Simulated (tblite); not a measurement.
Record of a relaxation.

Compound: C₄H₁₁NSi₂.
Bonds: C1–C2 (triple), C2–Si3, Si3–C4, C4–N5, N5–C6, N5–Si7. Hydrogens: H8 on C1; H9, H10 on Si3; H11, H12 on C4; H13, H14, H15 on C6; H16, H17, H18 on Si7.

Computed with GFN2-xTB (tblite), gas phase: L-BFGS steps from a force-field or distance-geometry start until the largest atomic force falls under 0.01 eV/Å. 10 of its 111 geometries are shown.

Step 0: E = -557.4139 eV, largest atomic force 1.702 eV/Å
```
atom  x, y, z in Å  |  force x, y, z in eV/Å
C1      4.144   -0.493    1.141   -1.134   0.492  -0.295
C2      3.055   -0.028    0.854    1.123  -0.595   0.287
Si3     1.389    0.680    0.433    0.040   0.880   0.044
C4      0.138   -0.674   -0.011   -0.697  -0.504   0.511
N5     -1.230   -0.244   -0.385    1.113  -0.345  -1.241
C6     -1.261    0.226   -1.786   -0.049  -0.014   0.579
Si7    -2.408    0.287    0.747    0.128  -0.178   0.244
H8      5.097   -0.889    1.393   -0.341   0.139  -0.096
H9      0.878    1.476    1.583    0.167  -0.240  -0.166
H10     1.520    1.608   -0.722    0.119  -0.206   0.177
H11     0.064   -1.355    0.863   -0.210   0.316  -0.266
H12     0.566   -1.303   -0.798   -0.244   0.053  -0.187
H13    -2.282    0.219   -2.174    0.041   0.017   0.266
H14    -0.667   -0.427   -2.445   -0.079   0.125   0.390
H15    -0.872    1.257   -1.874   -0.049  -0.310   0.014
H16    -2.280   -0.559    1.972    0.004   0.278  -0.476
H17    -3.744    0.150    0.133    0.280   0.014   0.045
H18    -2.116    1.694    1.064   -0.214   0.077   0.171
```

Step 12: E = -557.5827 eV, largest atomic force 0.101 eV/Å
```
atom  x, y, z in Å  |  force x, y, z in eV/Å
C1      4.084   -0.472    1.124    0.051  -0.044   0.008
C2      3.001   -0.037    0.836   -0.047   0.008  -0.016
Si3     1.364    0.718    0.420    0.020  -0.020   0.002
C4      0.132   -0.693   -0.003    0.037   0.024   0.091
N5     -1.193   -0.267   -0.410    0.065  -0.063  -0.015
C6     -1.247    0.221   -1.764   -0.032   0.015   0.060
Si7    -2.352    0.297    0.729   -0.023   0.023   0.001
H8      5.029   -0.867    1.373   -0.037   0.005  -0.011
H9      0.900    1.458    1.600   -0.031   0.012  -0.036
H10     1.574    1.602   -0.734   -0.022   0.009   0.002
H11     0.009   -1.336    0.873    0.040   0.023  -0.001
H12     0.552   -1.323   -0.799   -0.054   0.011   0.047
H13    -2.285    0.220   -2.089   -0.023   0.048  -0.085
H14    -0.668   -0.432   -2.424   -0.043   0.004   0.026
H15    -0.853    1.240   -1.857    0.031   0.007  -0.045
H16    -2.221   -0.558    1.907    0.049   0.007  -0.018
H17    -3.661    0.143    0.089    0.051   0.010  -0.025
H18    -2.176    1.714    1.116   -0.033  -0.079   0.015
```

Step 24: E = -557.5930 eV, largest atomic force 0.063 eV/Å
```
atom  x, y, z in Å  |  force x, y, z in eV/Å
C1      4.071   -0.491    1.115   -0.020   0.011  -0.005
C2      2.993   -0.039    0.830    0.007   0.020   0.004
Si3     1.365    0.732    0.412   -0.018   0.023  -0.020
C4      0.138   -0.682    0.009   -0.030  -0.016   0.005
N5     -1.187   -0.268   -0.409   -0.023   0.051   0.024
C6     -1.239    0.224   -1.761    0.001   0.012  -0.001
Si7    -2.351    0.282    0.731   -0.003  -0.002   0.013
H8      5.012   -0.890    1.364   -0.005  -0.025  -0.005
H9      0.870    1.486    1.569    0.017   0.011   0.007
H10     1.558    1.615   -0.744    0.026   0.013  -0.028
H11     0.015   -1.297    0.903    0.017  -0.039   0.028
H12     0.548   -1.337   -0.769    0.022   0.003   0.015
H13    -2.277    0.270   -2.086    0.009  -0.003  -0.009
H14    -0.692   -0.454   -2.422   -0.022   0.012  -0.005
H15    -0.807    1.227   -1.863    0.045  -0.015  -0.009
H16    -2.172   -0.577    1.901   -0.042  -0.001  -0.047
H17    -3.638    0.135    0.047    0.021  -0.022   0.045
H18    -2.214    1.689    1.161   -0.002  -0.032  -0.012
```

Step 37: E = -557.6035 eV, largest atomic force 0.050 eV/Å
```
atom  x, y, z in Å  |  force x, y, z in eV/Å
C1      4.036   -0.512    1.095    0.007  -0.009   0.002
C2      2.986    0.005    0.818   -0.005  -0.023   0.004
Si3     1.365    0.781    0.387    0.004  -0.008  -0.001
C4      0.145   -0.655    0.034    0.011   0.007   0.024
N5     -1.177   -0.244   -0.398    0.024  -0.011  -0.030
C6     -1.207    0.231   -1.755   -0.017   0.021  -0.021
Si7    -2.368    0.247    0.739    0.014  -0.009  -0.027
H8      4.954   -0.965    1.338    0.002   0.008   0.001
H9      0.867    1.567    1.521    0.018   0.017   0.004
H10     1.573    1.630   -0.792    0.012   0.012  -0.020
H11     0.025   -1.241    0.947    0.004  -0.004   0.007
H12     0.559   -1.337   -0.720   -0.013   0.043  -0.002
H13    -2.237    0.381   -2.066   -0.038  -0.030   0.001
H14    -0.741   -0.505   -2.418   -0.018   0.001   0.018
H15    -0.677    1.183   -1.885    0.031  -0.007   0.038
H16    -2.201   -0.656    1.873   -0.006  -0.022   0.031
H17    -3.648    0.079    0.056   -0.028   0.007  -0.029
H18    -2.262    1.639    1.215   -0.002   0.006   0.001
```

Step 49: E = -557.6064 eV, largest atomic force 0.026 eV/Å
```
atom  x, y, z in Å  |  force x, y, z in eV/Å
C1      4.025   -0.526    1.091    0.002  -0.001   0.001
C2      2.979   -0.003    0.815    0.002   0.008  -0.003
Si3     1.373    0.803    0.378    0.006   0.011   0.005
C4      0.148   -0.633    0.045    0.004  -0.004  -0.010
N5     -1.177   -0.246   -0.391   -0.002   0.011   0.009
C6     -1.205    0.230   -1.748   -0.007   0.001   0.004
Si7    -2.383    0.225    0.737   -0.008  -0.007   0.005
H8      4.941   -0.985    1.333    0.003  -0.004   0.005
H9      0.897    1.616    1.502    0.008   0.005  -0.004
H10     1.596    1.635   -0.814    0.006  -0.013   0.011
H11     0.038   -1.220    0.960    0.005   0.004   0.006
H12     0.570   -1.308   -0.710    0.007  -0.020  -0.009
H13    -2.233    0.411   -2.051   -0.025  -0.006  -0.002
H14    -0.770   -0.521   -2.415    0.004  -0.013  -0.005
H15    -0.639    1.160   -1.874    0.001   0.025  -0.006
H16    -2.227   -0.690    1.867   -0.012   0.001  -0.009
H17    -3.657    0.067    0.035    0.011   0.001  -0.002
H18    -2.283    1.612    1.230   -0.006   0.000   0.005
```

Step 61: E = -557.6074 eV, largest atomic force 0.017 eV/Å
```
atom  x, y, z in Å  |  force x, y, z in eV/Å
C1      4.030   -0.533    1.095   -0.005   0.004   0.003
C2      2.988   -0.001    0.817    0.002  -0.004   0.000
Si3     1.386    0.809    0.373   -0.002   0.004  -0.007
C4      0.154   -0.625    0.047   -0.010   0.006  -0.007
N5     -1.171   -0.234   -0.385   -0.017  -0.003  -0.001
C6     -1.213    0.232   -1.746    0.002   0.004   0.000
Si7    -2.389    0.218    0.738   -0.009  -0.014  -0.003
H8      4.942   -0.998    1.341    0.005  -0.002   0.004
H9      0.916    1.637    1.490    0.004  -0.008  -0.010
H10     1.616    1.629   -0.824    0.001  -0.005  -0.001
H11     0.045   -1.206    0.965    0.002   0.002   0.001
H12     0.570   -1.307   -0.707    0.013   0.002   0.005
H13    -2.245    0.406   -2.040    0.006  -0.006  -0.004
H14    -0.780   -0.521   -2.412    0.002  -0.002   0.010
H15    -0.654    1.166   -1.883    0.000   0.011   0.000
H16    -2.252   -0.710    1.859    0.003   0.000  -0.011
H17    -3.651    0.066    0.013    0.002   0.000   0.008
H18    -2.301    1.599    1.247    0.003   0.011   0.012
```

Step 73: E = -557.6080 eV, largest atomic force 0.016 eV/Å
```
atom  x, y, z in Å  |  force x, y, z in eV/Å
C1      4.031   -0.536    1.103    0.000  -0.001  -0.001
C2      2.992   -0.005    0.814   -0.004   0.007   0.002
Si3     1.395    0.813    0.361   -0.006  -0.015  -0.003
C4      0.153   -0.615    0.047   -0.007  -0.005   0.005
N5     -1.173   -0.225   -0.383   -0.001  -0.012  -0.007
C6     -1.215    0.236   -1.745    0.002   0.007   0.000
Si7    -2.395    0.213    0.740    0.006   0.007   0.008
H8      4.941   -1.003    1.355   -0.009   0.004   0.001
H9      0.928    1.647    1.473    0.007   0.007  -0.011
H10     1.633    1.619   -0.845   -0.001  -0.001   0.005
H11     0.045   -1.189    0.971    0.002   0.001   0.000
H12     0.567   -1.304   -0.701   -0.008   0.005   0.003
H13    -2.248    0.395   -2.047   -0.004  -0.003   0.011
H14    -0.770   -0.515   -2.405    0.011   0.011   0.000
H15    -0.668    1.177   -1.882    0.007   0.004  -0.011
H16    -2.259   -0.733    1.846    0.002  -0.007   0.012
H17    -3.656    0.068    0.014   -0.001   0.004  -0.005
H18    -2.311    1.587    1.274    0.004  -0.013  -0.007
```

Step 86: E = -557.6089 eV, largest atomic force 0.048 eV/Å
```
atom  x, y, z in Å  |  force x, y, z in eV/Å
C1      4.023   -0.540    1.116    0.003  -0.003   0.002
C2      2.989   -0.007    0.811    0.001   0.000   0.000
Si3     1.401    0.814    0.335    0.016  -0.002   0.004
C4      0.149   -0.611    0.050    0.009  -0.015   0.007
N5     -1.175   -0.221   -0.383    0.005  -0.021  -0.001
C6     -1.214    0.249   -1.741   -0.002   0.003   0.004
Si7    -2.399    0.195    0.747    0.012   0.044   0.014
H8      4.927   -1.009    1.383   -0.013   0.006  -0.002
H9      0.952    1.686    1.424   -0.015   0.001   0.003
H10     1.649    1.593   -0.885   -0.001  -0.007  -0.012
H11     0.042   -1.172    0.981    0.003   0.011   0.011
H12     0.557   -1.314   -0.688    0.006   0.004  -0.016
H13    -2.248    0.380   -2.052   -0.002  -0.001  -0.001
H14    -0.739   -0.485   -2.400   -0.006   0.012  -0.005
H15    -0.693    1.206   -1.869    0.002  -0.003   0.005
H16    -2.268   -0.773    1.835   -0.006  -0.004  -0.001
H17    -3.659    0.077    0.014   -0.006  -0.003  -0.004
H18    -2.302    1.557    1.310   -0.007  -0.020  -0.007
```

Step 98: E = -557.6100 eV, largest atomic force 0.014 eV/Å
```
atom  x, y, z in Å  |  force x, y, z in eV/Å
C1      4.008   -0.544    1.137   -0.001   0.004   0.008
C2      2.985   -0.002    0.811    0.006  -0.002  -0.001
Si3     1.409    0.816    0.292    0.009   0.004   0.000
C4      0.154   -0.612    0.053   -0.001  -0.003  -0.003
N5     -1.174   -0.231   -0.379   -0.009  -0.004   0.002
C6     -1.214    0.270   -1.727   -0.002   0.002   0.001
Si7    -2.397    0.175    0.755   -0.005   0.003   0.005
H8      4.902   -1.017    1.426    0.001   0.001   0.000
H9      0.954    1.732    1.343   -0.005   0.003  -0.005
H10     1.670    1.538   -0.960    0.007   0.003   0.000
H11     0.053   -1.150    0.998    0.000  -0.006   0.000
H12     0.559   -1.330   -0.673   -0.007  -0.004  -0.012
H13    -2.249    0.368   -2.048    0.000   0.001   0.002
H14    -0.705   -0.428   -2.398    0.000   0.002   0.006
H15    -0.730    1.250   -1.825    0.005  -0.002  -0.002
H16    -2.290   -0.824    1.818    0.002   0.002  -0.003
H17    -3.653    0.094    0.011    0.000  -0.005  -0.001
H18    -2.289    1.519    1.353    0.001   0.002   0.002
```

Step 110: E = -557.6104 eV, largest atomic force 0.010 eV/Å
```
atom  x, y, z in Å  |  force x, y, z in eV/Å
C1      4.005   -0.541    1.148    0.002  -0.001   0.004
C2      2.985    0.000    0.813   -0.003  -0.003   0.002
Si3     1.413    0.813    0.277   -0.005   0.003  -0.001
C4      0.154   -0.616    0.048   -0.001   0.002  -0.002
N5     -1.176   -0.233   -0.376    0.001  -0.001  -0.004
C6     -1.215    0.277   -1.720   -0.002   0.001   0.000
Si7    -2.397    0.172    0.761    0.002  -0.007  -0.004
H8      4.897   -1.015    1.444    0.006   0.002   0.005
H9      0.946    1.743    1.310    0.001   0.002   0.006
H10     1.687    1.524   -0.979    0.001  -0.006  -0.008
H11     0.059   -1.153    0.994   -0.001  -0.002  -0.004
H12     0.551   -1.335   -0.681    0.002   0.000   0.002
H13    -2.249    0.371   -2.045   -0.006   0.006   0.004
H14    -0.699   -0.414   -2.393   -0.001   0.003  -0.003
H15    -0.736    1.260   -1.810    0.001   0.001  -0.008
H16    -2.293   -0.834    1.817    0.004   0.001   0.004
H17    -3.652    0.094    0.014   -0.001  -0.002   0.004
H18    -2.288    1.513    1.365    0.000   0.004   0.002
```

Q: Summarise the path.

A: The energy falls by 18.95 kJ/mol from step 0 to step 110; nine tenths of that is first reached at step 21. It falls at every step. The largest force goes from 1.702 to 0.010 eV/Å. Among the bonds N5–C6 changes most, from 1.479 to 1.438 Å; the atoms move by 0.215 Å rms after alignment.

Q: Follow the three bonds and two angles with the largest change from start to end.

A: 
```csv
step,E above end (kJ/mol),largest force (eV/Å),N5–C6 (Å),C4–N5 (Å),Si7–H16 (Å),N5–Si7–H18 (°),C2–Si3–C4 (°)
0,18.95,1.702,1.479,1.482,1.495,107.5,111.8
5,5.90,0.341,1.446,1.457,1.462,111.2,110.0
10,3.09,0.143,1.440,1.450,1.459,113.8,108.8
14,2.39,0.111,1.440,1.451,1.463,114.4,108.2
19,2.01,0.064,1.441,1.451,1.458,115.2,107.8
24,1.67,0.063,1.439,1.449,1.463,115.8,107.7
29,1.21,0.080,1.438,1.449,1.459,116.0,107.4
33,0.85,0.057,1.440,1.450,1.463,116.1,107.0
38,0.62,0.051,1.438,1.449,1.460,115.6,106.5
43,0.47,0.043,1.439,1.448,1.462,115.1,106.0
48,0.39,0.032,1.438,1.448,1.462,115.4,105.7
53,0.34,0.023,1.439,1.449,1.461,115.6,105.6
57,0.31,0.022,1.438,1.448,1.461,115.6,105.6
62,0.28,0.015,1.438,1.448,1.462,115.4,105.7
67,0.26,0.013,1.438,1.448,1.462,115.5,105.8
72,0.23,0.016,1.438,1.448,1.462,115.7,105.6
77,0.20,0.015,1.438,1.448,1.462,115.9,105.7
81,0.18,0.034,1.438,1.448,1.463,115.8,105.6
86,0.14,0.048,1.438,1.447,1.462,115.3,105.6
91,0.08,0.034,1.438,1.447,1.462,115.5,105.4
96,0.04,0.029,1.438,1.447,1.462,115.4,105.4
100,0.03,0.012,1.439,1.447,1.462,115.6,105.2
105,0.01,0.013,1.438,1.447,1.462,115.6,105.4
110,0.00,0.010,1.438,1.447,1.462,115.6,105.4
```

What follows is the cost of the whole relaxation. Hardware: Intel Xeon at 2.50 GHz, one thread, shared host with 64 logical CPUs at a one-minute load of 63. Cost: 2.8 s wall.
